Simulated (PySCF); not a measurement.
Compound: C7H4FO (charge +1).
Atom-mapped SMILES: `[CH:1]#[C:2][c:3]1[cH:4][c:5]([F:6])[cH:7][cH:8][o+:9]1` (hydrogens: H10 on C1; H11 on C4; H12 on C7; H13 on C8)

The same species was optimised twice, with GFN2-xTB and with PBE0-D3(BJ)/def2-SVP (PySCF), and the same property calculations (PySCF, gas phase) were run on both structures.

```json
{"coordinate": "C5–F6 (Å)", "GFN2-xTB": "1.304", "PBE0-D3(BJ)/def2-SVP": "1.291", "change": "-0.013"}
{"coordinate": "C3–O9 (Å)", "GFN2-xTB": "1.326", "PBE0-D3(BJ)/def2-SVP": "1.337", "change": "+0.011"}
{"coordinate": "C8–O9 (Å)", "GFN2-xTB": "1.312", "PBE0-D3(BJ)/def2-SVP": "1.322", "change": "+0.010"}
{"coordinate": "C1≡C2 (Å)", "GFN2-xTB": "1.204", "PBE0-D3(BJ)/def2-SVP": "1.213", "change": "+0.009"}
{"coordinate": "C3–C4 (Å)", "GFN2-xTB": "1.392", "PBE0-D3(BJ)/def2-SVP": "1.386", "change": "-0.006"}
{"coordinate": "C4–C5 (Å)", "GFN2-xTB": "1.390", "PBE0-D3(BJ)/def2-SVP": "1.394", "change": "+0.004"}
{"coordinate": "C7–C8 (Å)", "GFN2-xTB": "1.369", "PBE0-D3(BJ)/def2-SVP": "1.366", "change": "-0.003"}
{"coordinate": "C5–C7 (Å)", "GFN2-xTB": "1.407", "PBE0-D3(BJ)/def2-SVP": "1.405", "change": "-0.002"}
{"coordinate": "C2–C3 (Å)", "GFN2-xTB": "1.406", "PBE0-D3(BJ)/def2-SVP": "1.406", "change": "0.000"}
{"coordinate": "C2–C3–C4 (°)", "GFN2-xTB": "122.5", "PBE0-D3(BJ)/def2-SVP": "125.0", "change": "+2.5"}
{"coordinate": "C2–C3–O9 (°)", "GFN2-xTB": "116.5", "PBE0-D3(BJ)/def2-SVP": "115.1", "change": "-1.4"}
{"coordinate": "C4–C3–O9 (°)", "GFN2-xTB": "121.1", "PBE0-D3(BJ)/def2-SVP": "120.0", "change": "-1.1"}
{"coordinate": "C3–O9–C8 (°)", "GFN2-xTB": "121.4", "PBE0-D3(BJ)/def2-SVP": "122.4", "change": "+1.0"}
{"coordinate": "C7–C8–O9 (°)", "GFN2-xTB": "122.7", "PBE0-D3(BJ)/def2-SVP": "121.9", "change": "-0.8"}
{"coordinate": "C1–C2–C3 (°)", "GFN2-xTB": "179.7", "PBE0-D3(BJ)/def2-SVP": "179.0", "change": "-0.7"}
{"coordinate": "C4–C5–C7 (°)", "GFN2-xTB": "120.2", "PBE0-D3(BJ)/def2-SVP": "120.9", "change": "+0.7"}
{"coordinate": "F6–C5–C7 (°)", "GFN2-xTB": "119.7", "PBE0-D3(BJ)/def2-SVP": "119.4", "change": "-0.3"}
```

Rotational constants: A = 3583, B = 1200, C = 898.7 MHz (GFN2-xTB) against A = 3625, B = 1190, C = 896.0 MHz (PBE0-D3(BJ)/def2-SVP). Point groups within 0.08 Å: Cs and Cs.

On the GFN2-xTB structure: lowest singlet, TDDFT (eV) 4.36 [wB97X-D/def2-SVPD]; lowest triplet, Tamm–Dancoff (eV) 3.09 [wB97X-D/def2-SVPD]; isotropic polarisability (au) 82.8 [wB97X-D/def2-SVPD]; HOMO (eV) -14.53 [wB97X-D/def2-SVPD]; LUMO (eV) -6.22 [wB97X-D/def2-SVPD]; HOMO (eV) -12.87 [PBE0/pcSseg-1]; LUMO (eV) -7.91 [PBE0/pcSseg-1]; GIAO shielding of C1 (ppm) 59.1 [PBE0/pcSseg-1]; GIAO shielding of C2 (ppm) 108.4 [PBE0/pcSseg-1]; GIAO shielding of C3 (ppm) 21.2 [PBE0/pcSseg-1]; GIAO shielding of C4 (ppm) 58.2 [PBE0/pcSseg-1]; GIAO shielding of C5 (ppm) -5.5 [PBE0/pcSseg-1]; GIAO shielding of F6 (ppm) 205.2 [PBE0/pcSseg-1]; GIAO shielding of C7 (ppm) 62.7 [PBE0/pcSseg-1]; GIAO shielding of C8 (ppm) 12.1 [PBE0/pcSseg-1].

Question: What do these properties become on the PBE0-D3(BJ)/def2-SVP structure?

Answer: 
```csv
property,level,on GFN2-xTB,on PBE0-D3(BJ)/def2-SVP,change
"lowest singlet, TDDFT (eV)",wB97X-D/def2-SVPD,4.36,4.33,-0.03
"lowest triplet, Tamm–Dancoff (eV)",wB97X-D/def2-SVPD,3.09,3.08,-0.01
isotropic polarisability (au),wB97X-D/def2-SVPD,82.8,83.6,+0.8
HOMO (eV),wB97X-D/def2-SVPD,-14.53,-14.50,+0.03
LUMO (eV),wB97X-D/def2-SVPD,-6.22,-6.20,+0.02
"energy, GFN2-xTB geometry as zero (kcal/mol)",wB97X-D/def2-SVPD,0.0,-0.8,-0.8
HOMO (eV),PBE0/pcSseg-1,-12.87,-12.84,+0.03
LUMO (eV),PBE0/pcSseg-1,-7.91,-7.89,+0.02
"energy, GFN2-xTB geometry as zero (kcal/mol)",PBE0/pcSseg-1,0.0,-0.6,-0.6
GIAO shielding of C1 (ppm),PBE0/pcSseg-1,59.1,56.9,-2.2
GIAO shielding of C2 (ppm),PBE0/pcSseg-1,108.4,108.6,+0.2
GIAO shielding of C3 (ppm),PBE0/pcSseg-1,21.2,20.7,-0.5
GIAO shielding of C4 (ppm),PBE0/pcSseg-1,58.2,59.3,+1.1
GIAO shielding of C5 (ppm),PBE0/pcSseg-1,-5.5,-4.0,+1.5
GIAO shielding of F6 (ppm),PBE0/pcSseg-1,205.2,206.1,+0.9
GIAO shielding of C7 (ppm),PBE0/pcSseg-1,62.7,63.3,+0.6
GIAO shielding of C8 (ppm),PBE0/pcSseg-1,12.1,9.7,-2.4
```

The heavy atoms differ by 0.018 Å rms after alignment. Among bonds between heavy atoms C5–F6 changes most (-0.013 Å). Changes are differences of the printed values. Neither structure is proved a minimum here. Geometry: PBE0-D3(BJ)/def2-SVP; no solvent, vibrations or thermal averaging.

Note: wB97X-D ran without an empirical dispersion term, which enters the total energy and its gradient alone.
